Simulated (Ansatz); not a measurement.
Reaction (formal exchange of groups at a Ge–Cl bond): `[OH][GeH]([OH])[Cl]` + `C[CH]([GeH3])Br` → `[OH][GeH]([OH])[GeH3]` + `CC(Cl)Br`

Isolated molecules relaxed with PBE0-D4/def2-TZVP in Ansatz; ΔE leaves out vibrations. CCSD(T)/CBS adds triple-zeta CCSD(T) − MP2 to the extrapolated MP2 energy (def2 sets, frozen cores). Functionals use def2-TZVPP. For Br, Ge outer-core shells are correlated without core-valence functions, which leaves a few kJ/mol of doubt a bond. Scalar relativity is left out up to krypton. One conformer a species, not always the lowest.

`[OH][GeH]([OH])[Cl]`:

```xyz
7

O    -1.368   -0.598   -0.188
Ge    0.313   -0.255    0.211
O     0.372    1.307    1.003
Cl    1.375   -0.213   -1.662
H    -1.472   -0.938   -1.081
H     0.957   -1.268    1.148
H    -0.177    1.965    0.569
```

`C[CH]([GeH3])Br`:

Z-matrix (Å, degrees):
```
C
C 1 1.511
H 1 1.095 2 109.5
H 1 1.092 2 111.5 3 119.6
H 1 1.092 2 111.4 3 -119.6
Ge 2 1.971 1 114.0 3 -61.4
Br 2 1.961 1 110.2 3 177.5
H 2 1.090 1 111.1 3 62.7
H 6 1.535 2 108.4 1 -59.8
H 6 1.542 2 108.5 1 59.1
H 6 1.534 2 109.8 1 179.1
```

`[OH][GeH]([OH])[GeH3]`:

```xyz
10

O    -1.785    0.395   -0.823
Ge   -0.438    0.438    0.349
O     0.433    1.966    0.095
Ge    1.165   -1.298   -0.167
H    -2.643    0.376   -0.394
H    -1.074    0.416    1.763
H    -0.161    2.715    0.001
H     2.399   -1.154    0.735
H     0.522   -2.671    0.079
H     1.581   -1.183   -1.638
```

`CC(Cl)Br`:

Cartesian coordinates in Å:
```
C -0.276 0.035 0.787
C 0.087 -0.077 -0.667
Cl 1.081 -1.510 -0.972
Br 1.002 1.533 -1.272
H 0.619 0.133 1.400
H -0.911 0.908 0.944
H -0.819 -0.862 1.095
H -0.782 -0.160 -1.314
```

| level | ΔE (kJ/mol) |
| --- | --- |
| PBE0-D4 | 104.6 |
| ωB97X-V | 110.7 |
| B2PLYP | 109.7 |
| PBE | 94.2 |
| PBE0 | 103.4 |
| HF/def2-TZVPP | 127.3 |
| HF/def2-QZVPP | 126.6 |
| HF/CBS(def2) | 126.5 |

(1) What does CCSD(T)/CBS give? (Estimate.)

Largest T1 diagnostic among the species: 0.012.

## Answers

(1) Ansatz gave: +112.8 kJ/mol. The listed levels differ from it by -8.2, -2.1, -3.1, -18.6, -9.4, 14.5, 13.8, 13.7 kJ/mol.

In def2-TZVPP, CCSD(T) changes the Hartree–Fock value by −11.8 kJ/mol (the triples alone add −1.3 kJ/mol) and MP2 by −6.9 kJ/mol. From PBE to PBE0 (25 % exact exchange), in def2-TZVPP and without D4, ΔE moves by +9.2 kJ/mol.
